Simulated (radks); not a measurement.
Ionisation of the cobalt ion Co+, [Ar] 3d8, to [Ar] 3d7 as the strength of local exchange is varied. Method: non-relativistic Kohn-Sham, Slater X-alpha exchange (alpha = 2/3 is LDA exchange), no correlation, spin-unpolarised, spherical densities, point nucleus; computed with a radial shooting solver on a logarithmic mesh with Libxc functionals.

alpha  E(Co+) (hartree)  exchange (hartree)  IE (eV)  -e of the level emptied (eV)  <r> of it (bohr)
0.667       -1377.59602           -54.20983   18.351                   11.322 (3d)             1.144
0.688       -1379.30393           -55.99195   18.713                   11.611 (3d)             1.136
0.733       -1382.97147           -59.82613   19.507                   12.248 (3d)             1.119
0.89        -1395.84962           -73.36624   22.471                   14.677 (3d)             1.066
1.024       -1406.94222           -85.12153   25.239                   17.006 (3d)             1.025

NIST Atomic Spectra Database: 17.084 eV (measured). The central value is not met in this range of alpha. Spin polarisation and multiplet splitting are left out, so open shells lie too high by an amount that depends on their filling.

Beside tabulated values, note that spin-unpolarised runs miss the spin-polarisation part of the exchange energy of open shells.
